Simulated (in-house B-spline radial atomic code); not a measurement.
A radial electron density 4πr²n(r) was computed for an atom or ion in its tabulated ground configuration with an all-electron radial atomic-structure program (B-spline basis); method: non-relativistic wB97X, spin-polarised, spherical fractional occupations, exact exchange averaged over the configuration. Columns: r (bohr), 4πr²n(r) (electrons per bohr), bar.

```
 0.00137    1.511 #
 0.00166    2.158 #
 0.00202    3.089 ##
 0.00246    4.396 ###
 0.00299    6.179 ####
 0.00363    8.576 #####
 0.00441    11.76 #######
 0.00536     15.9 #########
 0.00651    21.05 ############
 0.00791    27.27 ################
 0.00961    34.35 ####################
  0.0117    41.94 #########################
  0.0142    49.06 #############################
  0.0172    54.79 ################################
   0.021    58.24 ##################################
  0.0255    58.47 ##################################
  0.0309    56.01 #################################
  0.0376     52.5 ###############################
  0.0457    50.89 ##############################
  0.0555    53.82 ################################
  0.0675    61.61 ####################################
   0.082    70.67 #########################################
  0.0996       75 ############################################
   0.121    70.57 #########################################
   0.147    59.95 ###################################
   0.179    51.74 ##############################
   0.217    52.71 ###############################
   0.264    59.01 ###################################
   0.321    59.05 ###################################
    0.39    46.73 ###########################
   0.473    29.23 #################
   0.575    18.03 ###########
   0.699    16.55 ##########
    0.85    17.97 ###########
    1.03    15.89 #########
    1.25    10.44 ######
    1.52    5.079 ###
    1.85    1.807 #
    2.25   0.4535 
    2.73  0.08262 
    3.32 0.009598 
    4.04 0.0006206
```

(1) Which atom or ion is it?
A. Rh5+
B. Ag4+
C. Ag5+
D. Pd5+

Results:

(1) C. The area under the curve, ∫4πr²n dr = ∫r·4πr²n d(ln r) on this logarithmic grid, is 42 electrons, which only this option has. The configuration is [Kr] 4d6.
